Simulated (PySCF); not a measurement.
## How the method changes the constants of AsO

State: ²Π (doublet), unpaired electrons π ↑. Set-up: basis As pcseg-1, O pcseg-1; no relativity; PySCF 2.14. De refers to As + O in their high-spin ground configurations, without counterpoise correction. The functionals are run spin-unrestricted. A positive dipole means As(−)O(+). Levels whose curve was spin-contaminated or gave no clean fit are not listed.

```
   Level  Re (Å)  ωe (cm⁻¹)  De (eV)  μ (D)
UHF-CCSD   1.653        948     3.45    n/a
     PBE   1.671        914     5.18  -2.56
  PBEsol   1.662        932     5.53  -2.53
    BP86   1.672        911     5.23  -2.57
  r²SCAN   1.652        957     4.58  -2.67
   B3LYP   1.653        959     4.61  -2.79
    PBE0   1.642        990     4.31  -2.81
   HSE06   1.643        984     4.36  -2.81
```

What does a quarter of exact exchange do here, going from PBE to PBE0?

PBE0 less PBE: -2.9 pm in Re, +8.3 % in ωe, -0.87 eV in De. Exact exchange removes part of the self-interaction that spreads semilocal densities, and in most molecules shortens and stiffens the bond and lowers De; so it does here.

Correlated steps freeze 10 core orbitals. Correlated levels converge slowly with the basis: in double zeta they bind strong bonds too weakly, by up to about 1 eV, and carry superposition errors of some tenths. Spin–orbit coupling is left out. The state is the lowest determinant that a PBE0 search found; another state may lie lower at other levels.
